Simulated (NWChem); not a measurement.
System: GeSiH₄O, singlet; SMILES [OH][Ge][SiH3]

Input file for NWChem:

```
start job
memory heap 200 mb stack 700 mb global 900 mb
geometry units angstroms noautoz
  Ge     0.352572     0.674573    -0.460645
  O     -1.192348     1.292543     0.196891
  H     -1.808582     0.632483     0.537492
  Si    -0.166235    -1.760264    -0.112454
  H      0.972734    -2.535647     0.479445
  H     -0.495869    -2.399041    -1.431615
  H     -1.364204    -1.949027     0.778824
end
basis spherical
  * library def2-svp
end
dft
  xc xpbe96 cpbe96
  iterations 150
  vectors input atomic output neutral.movecs
end
task dft energy
charge 1
dft
  odft
  mult 2
  vectors input atomic output cation.movecs
end
task dft energy
```

NWChem printed, in part:

```
             Northwest Computational Chemistry Package (NWChem) 7.3.0
             --------------------------------------------------------

 C1  symmetry detected

                             Geometry "geometry" -> ""
                             -------------------------

 Output coordinates in angstroms (scale by  1.889725989 to convert to a.u.)

  No.       Tag          Charge          X              Y              Z
 ---- ---------------- ---------- -------------- -------------- --------------
    1 Ge                  32.0000     0.43377087     0.67517682     0.00100872
    2 O                    8.0000    -1.26831279     1.22646822    -0.00169956
    3 H                    1.0000    -1.94293727     0.53701292     0.02937753
    4 Si                  14.0000    -0.08433032    -1.78457915     0.00177091
    5 H                    1.0000     0.74629017    -2.57031805     0.97207890
    6 H                    1.0000     0.17547480    -2.35482284    -1.36358759
    7 H                    1.0000    -1.53236864    -2.04516798     0.31865601

 Effective nuclear repulsion energy (a.u.)     236.6096509204

  pbe96 is a nonlocal functional; adding pw91lda local functional.

                                 NWChem DFT Module
                                 -----------------

 Summary of "ao basis" -> "ao basis" (spherical)
 ------------------------------------------------------------------------------
       Tag                 Description            Shells   Functions and Types
 ---------------- ------------------------------  ------  ---------------------
 Ge                         def2-svp                12       32   5s4p3d
 O                          def2-svp                 6       14   3s2p1d
 H                          def2-svp                 3        5   2s1p
 Si                         def2-svp                 8       18   4s3p1d

            General Information
            -------------------
          SCF calculation type: DFT
          Wavefunction type:  closed shell.
          No. of atoms     :     7
          No. of electrons :    58
           Alpha electrons :    29
            Beta electrons :    29
          Charge           :     0
          Spin multiplicity:     1
          Use of symmetry is: off; symmetry adaption is: off
          Maximum number of iterations: 150
          AO basis - number of functions:    84
                     number of shells:    38
          Convergence on energy requested:  1.00D-06
          Convergence on density requested:  1.00D-05
          Convergence on gradient requested:  5.00D-04

              XC Information
              --------------
          PerdewBurkeErnzerhof Exchange Functional  1.000
            Perdew 1991 LDA Correlation Functional  1.000 local
           PerdewBurkeErnz. Correlation Functional  1.000 non-local

             Grid Information
             ----------------
          Grid used for XC integration:  medium
          Radial quadrature: Mura-Knowles
          Angular quadrature: Lebedev.
          Tag              B.-S. Rad. Rad. Pts. Rad. Cut. Ang. Pts.
          ---              ---------- --------- --------- ---------
          Ge                  1.25      112          10.0       590
          O                   0.60       49          11.0       434
          H                   0.35       45          11.0       434
          Si                  1.10       88          10.0       590
          Grid pruning is: on
          Number of quadrature shells:   429
          Spatial weights used:  Erf1

      Superposition of Atomic Density Guess
      -------------------------------------

 Sum of atomic energies:       -2440.47030461

      Non-variational initial energy
      ------------------------------

 Total energy =   -2440.974216
 1-e energy   =   -3872.081074
 2-e energy   =    1194.497207
 HOMO         =      -0.200785
 LUMO         =      -0.060611

   convergence    iter        energy       DeltaE   RMS-Dens  Diis-err
 ---------------- ----- ----------------- --------- --------- ---------
 d= 0,ls=0.0,diis     1  -2443.0693266865 -2.68D+03  2.51D-02  6.95D-01
 d= 0,ls=0.0,diis     2  -2441.9879153972  1.08D+00  2.00D-02  8.78D+00
 d= 0,ls=0.0,diis     3  -2443.1463656820 -1.16D+00  2.77D-03  1.03D-01
 d= 0,ls=0.0,diis     4  -2443.1555589076 -9.19D-03  7.34D-04  1.21D-02
 d= 0,ls=0.0,diis     5  -2443.1562877704 -7.29D-04  3.35D-04  7.75D-04
  Resetting Diis
 d= 0,ls=0.0,diis     6  -2443.1563595294 -7.18D-05  1.21D-04  5.06D-05
 d= 0,ls=0.0,diis     7  -2443.1563677316 -8.20D-06  8.94D-05  5.37D-06
 d= 0,ls=0.0,diis     8  -2443.1563628925  4.84D-06  4.92D-05  4.66D-05
 d= 0,ls=0.0,diis     9  -2443.1563685456 -5.65D-06  1.52D-05  6.28D-07
 d= 0,ls=0.0,diis    10  -2443.1563686735 -1.28D-07  1.64D-06  4.67D-08

         Total DFT energy =    -2443.156368673513
      One electron energy =    -3872.966671232956
           Coulomb energy =     1302.609601895629
    Exchange-Corr. energy =     -109.408950256618
 Nuclear repulsion energy =      236.609650920432

 Numeric. integr. density =       57.999981788198

                       DFT Final Molecular Orbital Analysis
                       ------------------------------------

 Vector   27  Occ=2.000000D+00  E=-2.941465D-01
              MO Center= -8.3D-01,  3.9D-01, -6.6D-02, r^2= 3.6D+00
   Bfn.  Coefficient  Atom+Function         Bfn.  Coefficient  Atom+Function
  ----- ------------  ---------------      ----- ------------  ---------------
    38      0.528094  2 O  pz                41      0.385415  2 O  pz
    75      0.176572  6 H  s                 61     -0.138392  4 Si pz
    70     -0.138659  5 H  s                 17      0.133269  1 Ge pz
    14      0.124873  1 Ge pz                76      0.116272  6 H  s
    64     -0.095945  4 Si pz                71     -0.086877  5 H  s

 Vector   28  Occ=2.000000D+00  E=-2.818073D-01
              MO Center= -5.4D-01,  4.5D-01,  3.3D-02, r^2= 3.8D+00
   Bfn.  Coefficient  Atom+Function         Bfn.  Coefficient  Atom+Function
  ----- ------------  ---------------      ----- ------------  ---------------
    37      0.392473  2 O  py                36     -0.293540  2 O  px
    40      0.288803  2 O  py                 4      0.268207  1 Ge s
    39     -0.210338  2 O  px                12      0.204308  1 Ge px
     5      0.199320  1 Ge s                  3     -0.163695  1 Ge s
    70     -0.135373  5 H  s                 80      0.135768  7 H  s

 Vector   29  Occ=2.000000D+00  E=-1.979702D-01
              MO Center=  2.9D-01, -6.7D-02,  1.6D-03, r^2= 4.0D+00
   Bfn.  Coefficient  Atom+Function         Bfn.  Coefficient  Atom+Function
  ----- ------------  ---------------      ----- ------------  ---------------
     4      0.334501  1 Ge s                 63     -0.304036  4 Si py
    13      0.299976  1 Ge py                60     -0.271440  4 Si py
    16      0.222088  1 Ge py                 5      0.219596  1 Ge s
    54     -0.197077  4 Si s                 15      0.188847  1 Ge px
     3     -0.186738  1 Ge s                 10     -0.164020  1 Ge py

 Vector   30  Occ=0.000000D+00  E=-1.201755D-01
              MO Center=  2.8D-01,  4.9D-01,  9.7D-04, r^2= 3.1D+00
   Bfn.  Coefficient  Atom+Function         Bfn.  Coefficient  Atom+Function
  ----- ------------  ---------------      ----- ------------  ---------------
    17      0.588216  1 Ge pz                14      0.463795  1 Ge pz
    38     -0.265034  2 O  pz                11     -0.247861  1 Ge pz
    41     -0.237170  2 O  pz                76      0.162503  6 H  s
    64      0.130826  4 Si pz                71     -0.126893  5 H  s
    75      0.100700  6 H  s                  8      0.080115  1 Ge pz

 Vector   31  Occ=0.000000D+00  E=-3.507359D-02
              MO Center= -1.4D-01,  3.4D-02, -1.8D-03, r^2= 4.8D+00
   Bfn.  Coefficient  Atom+Function         Bfn.  Coefficient  Atom+Function
  ----- ------------  ---------------      ----- ------------  ---------------
    16      0.549816  1 Ge py                35     -0.534607  2 O  s
    81     -0.442702  7 H  s                 15     -0.413020  1 Ge px
    62     -0.403542  4 Si px                63      0.402838  4 Si py
    48      0.338829  3 H  s                 71      0.305286  5 H  s
    55      0.244696  4 Si s                 13      0.210514  1 Ge py

 Vector   32  Occ=0.000000D+00  E= 6.482487D-03
              MO Center=  1.8D-01, -7.4D-01, -1.2D-02, r^2= 5.2D+00
   Bfn.  Coefficient  Atom+Function         Bfn.  Coefficient  Atom+Function
  ----- ------------  ---------------      ----- ------------  ---------------
    63      0.829501  4 Si py                16      0.791389  1 Ge py
    62      0.696854  4 Si px                 5     -0.574910  1 Ge s
    55      0.556432  4 Si s                 81      0.476725  7 H  s
    15      0.464651  1 Ge px                 4     -0.423180  1 Ge s
    48      0.310123  3 H  s                 13      0.293192  1 Ge py

     Multipole analysis of the density
     ---------------------------------

     L   x y z        total         alpha         beta         nuclear
     -   - - -        -----         -----         ----         -------
     0   0 0 0     -0.000000    -29.000000    -29.000000     58.000000

     1   1 0 0     -0.127284     -0.063642     -0.063642      0.000000
     1   0 1 0     -0.133074     -0.066537     -0.066537     -0.000000
     1   0 0 1      0.029618      0.014809      0.014809     -0.000000

     2   2 0 0    -27.568030    -59.672959    -59.672959     91.777888
     2   1 1 0      0.395452      2.351767      2.351767     -4.308081
     2   1 0 1     -0.044714      0.031288      0.031288     -0.107289
     2   0 2 0    -33.362490   -173.505200   -173.505200    313.647911
     2   0 1 1      0.045852     -0.043853     -0.043853      0.133558
     2   0 0 2    -27.464002    -18.922209    -18.922209     10.380415

                                 NWChem DFT Module
                                 -----------------

            General Information
            -------------------
          SCF calculation type: DFT
          Wavefunction type:  spin polarized.
          No. of atoms     :     7
          No. of electrons :    57
           Alpha electrons :    29
            Beta electrons :    28
          Charge           :     1
          Spin multiplicity:     2
          Use of symmetry is: off; symmetry adaption is: off
          Maximum number of iterations: 150
          AO basis - number of functions:    84
                     number of shells:    38
          Convergence on energy requested:  1.00D-06
          Convergence on density requested:  1.00D-05
          Convergence on gradient requested:  5.00D-04

              XC Information
              --------------
          PerdewBurkeErnzerhof Exchange Functional  1.000
            Perdew 1991 LDA Correlation Functional  1.000 local
           PerdewBurkeErnz. Correlation Functional  1.000 non-local

             Grid Information
             ----------------
          Grid used for XC integration:  medium
          Radial quadrature: Mura-Knowles
          Angular quadrature: Lebedev.
          Tag              B.-S. Rad. Rad. Pts. Rad. Cut. Ang. Pts.
          ---              ---------- --------- --------- ---------
          Ge                  1.25      112          10.0       590
          O                   0.60       49          11.0       434
          H                   0.35       45          11.0       434
          Si                  1.10       88          10.0       590
          Grid pruning is: on
          Number of quadrature shells:   429
          Spatial weights used:  Erf1

      Superposition of Atomic Density Guess
      -------------------------------------

 Sum of atomic energies:       -2440.47030461

 Renormalizing density from      58.00 to     57

      Non-variational initial energy
      ------------------------------

 Total energy =   -2415.048674
 1-e energy   =   -3805.321056
 2-e energy   =    1153.662731
 HOMO         =      -0.512790
 LUMO         =      -0.374597

   convergence    iter        energy       DeltaE   RMS-Dens  Diis-err
 ---------------- ----- ----------------- --------- --------- ---------
 d= 0,ls=0.0,diis     1  -2442.5343235755 -2.68D+03  1.71D-02  1.39D+00
                                                     1.79D-02  1.38D+00
 d= 0,ls=0.0,diis     2  -2439.7649602665  2.77D+00  1.78D-02  6.36D+00
                                                     1.82D-02  5.15D+00
 d= 0,ls=0.0,diis     3  -2442.3539571330 -2.59D+00  5.43D-03  1.21D+00
                                                     5.12D-03  1.19D+00
 d= 0,ls=0.0,diis     4  -2442.8166680001 -4.63D-01  2.80D-03  5.31D-02
                                                     2.50D-03  4.93D-02
 d= 0,ls=0.0,diis     5  -2442.8471889325 -3.05D-02  6.88D-04  2.02D-03
                                                     7.65D-04  2.16D-03
  Resetting Diis
 d= 0,ls=0.0,diis     6  -2442.8487770622 -1.59D-03  2.54D-04  2.72D-04
                                                     2.67D-04  2.37D-04
 d= 0,ls=0.0,diis     7  -2442.8489093131 -1.32D-04  2.59D-04  5.07D-05
                                                     2.46D-04  4.16D-05
 d= 0,ls=0.0,diis     8  -2442.8487448741  1.64D-04  1.43D-04  3.92D-04
                                                     1.41D-04  3.96D-04
 d= 0,ls=0.0,diis     9  -2442.8489354916 -1.91D-04  5.11D-05  1.51D-05
                                                     5.78D-05  1.34D-05
 d= 0,ls=0.0,diis    10  -2442.8489457800 -1.03D-05  5.10D-06  3.54D-07
                                                     5.63D-06  4.21D-07
 d= 0,ls=0.0,diis    11  -2442.8489459812 -2.01D-07  1.28D-06  5.72D-09
                                                     2.15D-06  9.47D-09

         Total DFT energy =    -2442.848945981238
      One electron energy =    -3858.624123933800
           Coulomb energy =     1288.282625187543
    Exchange-Corr. energy =     -109.117098155413
 Nuclear repulsion energy =      236.609650920432

 Numeric. integr. density =       56.999986080144

                    DFT Final Alpha Molecular Orbital Analysis
                    ------------------------------------------

 Vector   27  Occ=1.000000D+00  E=-5.070654D-01
              MO Center= -4.7D-01, -5.4D-01, -1.5D-01, r^2= 4.8D+00
   Bfn.  Coefficient  Atom+Function         Bfn.  Coefficient  Atom+Function
  ----- ------------  ---------------      ----- ------------  ---------------
    38      0.432959  2 O  pz                41      0.305441  2 O  pz
    75      0.263978  6 H  s                 61     -0.234548  4 Si pz
    70     -0.205674  5 H  s                 64     -0.173621  4 Si pz
    58      0.127990  4 Si pz                76      0.116173  6 H  s
    14      0.106797  1 Ge pz                17      0.093323  1 Ge pz

 Vector   28  Occ=1.000000D+00  E=-5.035767D-01
              MO Center= -5.8D-01, -3.6D-01,  1.3D-01, r^2= 4.7D+00
   Bfn.  Coefficient  Atom+Function         Bfn.  Coefficient  Atom+Function
  ----- ------------  ---------------      ----- ------------  ---------------
    37      0.339309  2 O  py                80      0.252914  7 H  s
    40      0.239603  2 O  py                36     -0.236680  2 O  px
     4      0.208542  1 Ge s                 59     -0.208452  4 Si px
    70     -0.202119  5 H  s                 12      0.198004  1 Ge px
    39     -0.155309  2 O  px                62     -0.132659  4 Si px

[...]
```

Level: PBE/def2-SVP, vertical spin-unrestricted ions. Low-valent species are run as closed-shell singlets; no triplet was tried in these runs. Coordinates come from a PBE0/def2-SVP optimisation.
